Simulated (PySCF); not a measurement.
CH12OSi4, SMILES O[Si@H](C[SiH3])[SiH2][SiH3]. Geometry: PBE-D3(BJ)/def2-SVP. The structure was generated by enumeration; whether it is a known compound was not checked. The values are those of a single conformer.

Computed equilibrium geometry at PBE-D3(BJ)/def2-SVP (PySCF confirms it by a frequency run) as Cartesian coordinates in Å (one conformer of several):
```xyz
18

O     -1.1257    -1.2926    -1.9800
Si    -0.0526    -1.2200    -0.6741
C     -0.9706    -1.0770     0.9771
Si    -2.2791     0.2935     1.0143
Si     1.2607     0.7037    -1.0137
Si     2.1702     1.3355     1.0633
H     -1.6869    -2.0879    -2.0093
H      0.8340    -2.4457    -0.6295
H     -0.2196    -0.8785     1.7743
H     -1.4506    -2.0473     1.2318
H     -2.7950     0.5068     2.4130
H     -1.6842     1.5868     0.5243
H     -3.4410    -0.0645     0.1292
H      2.3760     0.4317    -1.9906
H      0.4208     1.8341    -1.5488
H      3.0989     2.5147     0.9499
H      1.0554     1.6933     2.0128
H      2.9328     0.1813     1.6618
```
